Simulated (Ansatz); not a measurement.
Species: CH4OSi, SMILES `OC=[SiH2]` (H–O–C–Si torsion 163°) (charge 0, multiplicity 1).

Q: Give a relaxed geometry from B3LYP-D3(BJ)/def2-TZVP in Ansatz (a quantum-chemistry and plane-wave program).

A: Several could match; the one computed here: the end point of this relaxation, one of several conformers (outside a Z-matrix the atoms follow the SMILES, hydrogens last).
Cartesian coordinates (Å) in one orientation:
```xyz
7

O      0.259    -0.358     1.577
C     -0.326    -0.240     0.347
Si     0.374     0.524    -1.041
H     -0.405    -0.576     2.240
H     -1.353    -0.591     0.279
H     -0.344     0.336    -2.309
H      1.795     0.905    -1.094
```
